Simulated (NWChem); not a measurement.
# Basis-set convergence for H$_{2}$Sn

```xyz
3

Sn     0.0000     0.0000     0.0492
H      1.2700     0.0000    -1.2291
H     -1.2700     0.0000    -1.2291
```
Charge 0, spin multiplicity 1.

The numbers come from NWChem runs, not from measurements. All single points use one geometry, from PBE/def2-SVP with def2 effective core potentials on Sn, a minimum by its harmonic frequencies.

Quantity: vertical ionisation energy at the level ΔPBE (Δ: difference of total energies, the cation a doublet at the parent's geometry with its hole in an orbital of symmetry a1 (C2v labels); it is the state that the SCF runs reached, from PBE0 orbitals for Hartree-Fock references, and need not be the lowest).

Effective core potentials replace the inner electrons of Sn; spin-orbit coupling is left out. The structure started from a generated list of species. No SCF solution was tested for a lower state.

Costs are rough ratios of processor time within this set of runs, SCF included, with def2-SVP as 1.

```tsv
basis	functions	vertical ionisation energy (eV)	relative cost
def2-SVP	36	8.92	1
def2-SVPD	48	8.93	under 3
def2-TZVP	62	8.94	under 3
def2-TZVPD	74	8.94	under 3
def2-TZVPP	78	8.93	under 3
def2-QZVP	142	8.94	7
```

Smallest basis within 0.2 eV of def2-QZVP, the largest set run: def2-SVP, with 36 functions against 142 and about 10 % of the time (also within reach: def2-SVPD, def2-TZVP, def2-TZVPD, def2-TZVPP). def2-QZVP isn't the basis-set limit itself, and a small set can land close by cancellation.
